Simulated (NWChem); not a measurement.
Species: C2H4O2Si; SMILES O=C1OC[SiH2]1

```xyz
9

O      0.5242    -2.0020     0.0000
C      0.1544    -0.8744     0.0000
O     -1.1621    -0.4941     0.0000
C     -1.1368     0.9530     0.0000
Si     0.7707     0.9708     0.0000
H     -1.6453     1.3394    -0.8962
H     -1.6453     1.3394     0.8962
H      1.4616     1.4639     1.2249
H      1.4616     1.4639    -1.2249
```
Atoms are numbered in this order, from 1.

Results from NWChem. Coordinates come from a PBE0/def2-SVP optimisation. Level: PBE0/def2-SVP with SMD (1 M gas to 1 M solution), gas-phase geometry. Reactions with the solvent are ignored.

**Question.** What does the run give for solvent toluene? Quantities: solvation free energy (kcal/mol); cavity-dispersion-structure term (kcal/mol); dipole in solution (D).

**Answer.** 
```
Quantity                                     Result
-------------------------------------------  ------
solvation free energy (kcal/mol)               -3.6
cavity-dispersion-structure term (kcal/mol)    -0.8
dipole in solution (D)                         4.70
```
